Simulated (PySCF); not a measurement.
PySCF input for H4SZr, SMILES [SH][ZrH3], multiplicity 1, TDA-PBE/def2-TZVPD. Geometry optimised at PBE0-D3(BJ)/def2-TZVP. The multiplicity is an assumed one; other spin states were not compared. The def2 effective core potentials stand for the cores of Zr; spin–orbit coupling is left out.

```python
import numpy as np
from pyscf import gto, scf, dft, tdscf

mol = gto.M(
    atom='''
    Zr   -0.00034552   -0.64965538   -0.00000000
    H     1.78429151   -1.13151978    0.00000001
    H    -0.87438661   -1.24896621   -1.51013888
    H    -0.87438661   -1.24896620    1.51013888
    S    -0.08081996    1.74840137   -0.00000000
    H     1.27142199    1.64124533    0.00000000
    ''',
    basis='def2-TZVPD',
    ecp={'Zr': 'def2-tzvp'},
    charge=0,
    spin=0,
    symmetry=True,
    max_memory=1600,
    verbose=4,
)
mf = dft.RKS(mol, xc='pbe').density_fit(auxbasis='def2-universal-jkfit')
mf.grids.level = 3
mf.conv_tol = 1e-9
mf.max_cycle = 100
mf.kernel()
mf.grids = dft.Grids(mol).set(level=1).build(with_non0tab=True)  # coarser grid for the response kernel
td = tdscf.TDA(mf)
td.singlet = True
td.nstates = 10
td.conv_tol = 1e-4
td.positive_eig_threshold = 1e-6
td.kernel(x0=td.get_init_guess(mf, 15))
td.analyze()
tt = tdscf.TDA(mf)
tt.singlet = False
tt.nstates = 4
tt.conv_tol = 1e-4
tt.positive_eig_threshold = 1e-6
tt.kernel(x0=tt.get_init_guess(mf, 9))
tt.analyze(verbose=3)
```

Log of the run:

```
PySCF version 2.14.0

[INPUT] verbose = 4
[INPUT] num. atoms = 6
[INPUT] num. electrons = 32
[INPUT] charge = 0
[INPUT] spin (= nelec alpha-beta = 2S) = 0
[INPUT] symmetry True subgroup None
[INPUT] Mole.unit = angstrom
[INPUT] Symbol           X                Y                Z      unit          X                Y                Z       unit  Magmom
[INPUT]  1 Zr    -0.000345520000  -0.649655380000   0.000000000000 AA   -0.000652938171  -1.227670743550   0.000000000000 Bohr   0.0
[INPUT]  2 H      1.784291510000  -1.131519780000   0.000000010000 AA    3.371822280287  -2.138262488728   0.000000018897 Bohr   0.0
[INPUT]  3 H     -0.874386610000  -1.248966210000  -1.510138880000 AA   -1.652351219887  -2.360204075736  -2.853748893257 Bohr   0.0
[INPUT]  4 H     -0.874386610000  -1.248966200000   1.510138880000 AA   -1.652351219887  -2.360204056839   2.853748893257 Bohr   0.0
[INPUT]  5 S     -0.080819960000   1.748401370000   0.000000000000 AA   -0.152727589798   3.303999745114   0.000000000000 Bohr   0.0
[INPUT]  6 H      1.271421990000   1.641245330000   0.000000000000 AA    2.402639349849   3.101504176921   0.000000000000 Bohr   0.0

nuclear repulsion = 69.6866010280389
point group symmetry = Cs
symmetry origin: [ 3.77945224e-09 -4.40936082e-09  3.14954351e-10]
symmetry axis x: [ 1.00000000e+00 -2.28179830e-10  9.52745259e-09]
symmetry axis y: [-2.2817983e-10 -1.0000000e+00 -5.5414312e-11]
symmetry axis z: [ 9.52745259e-09  5.54141521e-11 -1.00000000e+00]
num. orbitals of irrep A' = 81
num. orbitals of irrep A" = 41
number of shells = 50
number of NR pGTOs = 176
number of NR cGTOs = 122
basis = def2-TZVPD
ecp = {'Zr': 'def2-tzvp'}


******** <class 'pyscf.df.df_jk.DFSymAdaptedRKS'> ********
method = DFSymAdaptedRKS
initial guess = minao
damping factor = 0
level_shift factor = 0
DIIS = <class 'pyscf.scf.diis.CDIIS'>
diis_start_cycle = 1
diis_space = 8
diis_damp = 0
SCF conv_tol = 1e-09
SCF conv_tol_grad = None
SCF max_cycles = 100
direct_scf = False
XC library pyscf.dft.libxc version 7.1.2
    S. Lehtola, C. Steigemann, M. J. T. Oliveira, and M. A. L. Marques,  SoftwareX 7, 1–5 (2018)
XC functionals = pbe
    J. P. Perdew, K. Burke, and M. Ernzerhof,  Phys. Rev. Lett. 77, 3865 (1996)
    J. P. Perdew, K. Burke, and M. Ernzerhof,  Phys. Rev. Lett. 78, 1396 (1997)
    J. P. Perdew, K. Burke, and M. Ernzerhof,  Phys. Rev. Lett. 77, 3865 (1996)
    J. P. Perdew, K. Burke, and M. Ernzerhof,  Phys. Rev. Lett. 78, 1396 (1997)
radial grids:
    Treutler-Ahlrichs [JCP 102, 346 (1995); DOI:10.1063/1.469408] (M4) radial grids

becke partition: Becke, JCP 88, 2547 (1988); DOI:10.1063/1.454033
pruning grids: <function nwchem_prune>
grids dens level: 3
symmetrized grids: True
atomic radii adjust function: <function treutler_atomic_radii_adjust>
small_rho_cutoff = 0
Freeze 0 electrons in irreps []
    32 free electrons in irreps A' A"
Set gradient conv threshold to 3.16228e-05
Initial guess from minao.
tot grids = 80504
init E= -441.9486601907
HOMO (A") = -0.52409487128215  LUMO (A') = -0.485554831576195  gap/eV = 1.04873
cycle= 1 E= -444.265327932395  delta_E= -2.32  |g|= 3.54  |ddm|= 4.85
HOMO (A') = -0.101865579906794  LUMO (A') = -0.069639375228304  gap/eV = 0.87692
cycle= 2 E= -404.965973218737  delta_E= 39.3  |g|= 7.88  |ddm|= 9.76
HOMO (A') = -0.126386396191289  LUMO (A') = -0.0586690432189112  gap/eV = 1.84268
cycle= 3 E= -446.933388287469  delta_E=  -42  |g|=  1.2  |ddm|= 9.03
HOMO (A") = -0.250957202494973  LUMO (A') = -0.195877520002761  gap/eV = 1.49879
cycle= 4 E= -446.973442314291  delta_E= -0.0401  |g|= 1.17  |ddm|= 2.71
HOMO (A") = -0.241047498187168  LUMO (A') = -0.115797855135884  gap/eV = 3.40822
cycle= 5 E= -447.463292072141  delta_E= -0.49  |g|= 0.151  |ddm|= 1.29
HOMO (A") = -0.258257273914724  LUMO (A') = -0.129518149087387  gap/eV = 3.50317
cycle= 6 E= -447.466331184619  delta_E= -0.00304  |g|= 0.0765  |ddm|= 0.183
HOMO (A") = -0.255699658882413  LUMO (A') = -0.126485239210709  gap/eV = 3.51610
cycle= 7 E= -447.468468068089  delta_E= -0.00214  |g|= 0.0238  |ddm|= 0.0935
HOMO (A") = -0.255535456600063  LUMO (A') = -0.125338512428654  gap/eV = 3.54284
cycle= 8 E= -447.468603311127  delta_E= -0.000135  |g|= 0.0106  |ddm|= 0.0275
HOMO (A") = -0.255489485733506  LUMO (A') = -0.125928091303091  gap/eV = 3.52555
cycle= 9 E= -447.468640536512  delta_E= -3.72e-05  |g|= 0.00281  |ddm|= 0.0108
HOMO (A") = -0.25563994927891  LUMO (A') = -0.126162934595763  gap/eV = 3.52325
cycle= 10 E= -447.468642720755  delta_E= -2.18e-06  |g|= 0.000784  |ddm|= 0.00382
HOMO (A") = -0.255604640407938  LUMO (A') = -0.126082125649774  gap/eV = 3.52449
cycle= 11 E= -447.468642929604  delta_E= -2.09e-07  |g|= 9.38e-05  |ddm|= 0.000905
HOMO (A") = -0.255608230177518  LUMO (A') = -0.126083721607117  gap/eV = 3.52454
cycle= 12 E= -447.468642932458  delta_E= -2.85e-09  |g|= 2.24e-05  |ddm|= 0.000124
HOMO (A") = -0.25560716365878  LUMO (A') = -0.126083791833416  gap/eV = 3.52451
cycle= 13 E= -447.46864293262  delta_E= -1.62e-10  |g|= 6.15e-06  |ddm|= 2.29e-05
HOMO (A") = -0.255607271621921  LUMO (A') = -0.126084560323778  gap/eV = 3.52449
Extra cycle  E= -447.468642932577  delta_E= 4.34e-11  |g|= 1.28e-05  |ddm|= 1.75e-05
converged SCF energy = -447.468642932577
tot grids = 24416
Overwritten attributes  positive_eig_threshold  of <class 'pyscf.tdscf.rks.TDA'>


******** <class 'pyscf.tdscf.rks.TDA'> for <class 'pyscf.df.df_jk.DFSymAdaptedRKS'> ********
nstates = 10 singlet
deg_eia_thresh = 1.000e-03
wfnsym = None
conv_tol = 0.0001
eigh lindep = 1e-12
eigh level_shift = 0
eigh max_cycle = 100


Excitation energies (eV)
[3.56172012 3.86873817 3.87289368 3.94987296 3.96200503 4.2082907
 4.30230882 4.34948007 4.52712007 4.60978807]

** Singlet excitation energies and oscillator strengths **
Excited State   1:   A"      3.56172 eV    348.10 nm  f=0.0013
      16 -> 17       -0.70372
Excited State   2:   A'      3.86874 eV    320.48 nm  f=0.0025
      13 -> 17       -0.15123
      14 -> 18       -0.13996
      15 -> 17        0.47113
      16 -> 18        0.47479
Excited State   3:   A"      3.87289 eV    320.13 nm  f=0.0000
      14 -> 17       -0.65355
      15 -> 18        0.25626
Excited State   4:   A"      3.94987 eV    313.89 nm  f=0.0012
      14 -> 17        0.25035
      15 -> 18        0.65215
Excited State   5:   A'      3.96201 eV    312.93 nm  f=0.0000
      15 -> 17       -0.49880
      16 -> 18        0.47728
Excited State   6:   A'      4.20829 eV    294.62 nm  f=0.0167
      13 -> 17       -0.41499
      14 -> 18       -0.51824
      15 -> 17       -0.15132
      16 -> 18       -0.11215
Excited State   7:   A'      4.30231 eV    288.18 nm  f=0.0088
      13 -> 17       -0.53536
      14 -> 18        0.41598
      15 -> 19       -0.11728
Excited State   8:   A"      4.34948 eV    285.06 nm  f=0.0018
      13 -> 18        0.28332
      16 -> 19       -0.63918
Excited State   9:   A"      4.52712 eV    273.87 nm  f=0.0030
      12 -> 18        0.10484
      13 -> 18       -0.59429
      14 -> 19       -0.19085
      16 -> 19       -0.27805
Excited State  10:   A'      4.60979 eV    268.96 nm  f=0.0030
      12 -> 17       -0.25340
      15 -> 19       -0.63808

** Transition electric dipole moments (AU) **
state          X           Y           Z        Dip. S.      Osc.
  1        -0.0000     -0.0000      0.1220      0.0149      0.0013
  2        -0.0584     -0.1504      0.0000      0.0260      0.0025
  3        -0.0000     -0.0000      0.0080      0.0001      0.0000
  4        -0.0000     -0.0000     -0.1099      0.0121      0.0012
  5         0.0053     -0.0001     -0.0000      0.0000      0.0000
  6         0.1623      0.3688      0.0000      0.1623      0.0167
  7         0.0491     -0.2844     -0.0000      0.0833      0.0088
  8         0.0000      0.0000     -0.1311      0.0172      0.0018
  9         0.0000      0.0000      0.1635      0.0267      0.0030
 10        -0.1633      0.0142     -0.0000      0.0269      0.0030

WARN: ECP detected. Skipping calculation of transition velocity and magnetic dipole moments, which have not yet been implemented.



******** <class 'pyscf.tdscf.rks.TDA'> for <class 'pyscf.df.df_jk.DFSymAdaptedRKS'> ********
nstates = 4 triplet
deg_eia_thresh = 1.000e-03
wfnsym = None
conv_tol = 0.0001
eigh lindep = 1e-12
eigh level_shift = 0
eigh max_cycle = 100


Excitation energies (eV)
[3.29311355 3.41691038 3.42946983 3.59016389]

** Triplet excitation energies and oscillator strengths **
Excited State   1:   A"      3.29311 eV    376.50 nm  f=0.0000
Excited State   2:   A'      3.41691 eV    362.85 nm  f=0.0000
Excited State   3:   A'      3.42947 eV    361.53 nm  f=0.0000
Excited State   4:   A"      3.59016 eV    345.34 nm  f=0.0000
```

Self-consistency was reached.
